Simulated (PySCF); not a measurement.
```xyz
3
charge 1 multiplicity 2, angstrom
Ge   -0.2436    0.4354    0.0000
Cl    0.2573   -0.4601    1.8040
Cl    0.2573   -0.4601   -1.8040
```

These are results of UPBE0/[Ge def2-TZVP, Cl def2-TZVP], no relativity, density fitting, PySCF, not measurements.

This geometry of [GeCl2]+ is a stationary point at this level.

Question: What is the point group?

Answer: C2v.

Question: Is it a minimum?

Answer: Yes: all harmonic wavenumbers are real.

Question: List the harmonic modes with their infrared intensities.

Answer: 
```tsv
symmetry	ω (cm⁻¹)	IR (km/mol)
a1	134	2.5
a1	433	9.1
b2	494	62.5
```

In C2v the vibrations span 2a1 + b2. Here b1 is antisymmetric to the molecular plane and b2 lies in it.

Only a few start shapes were tried, so a lower isomer may exist.
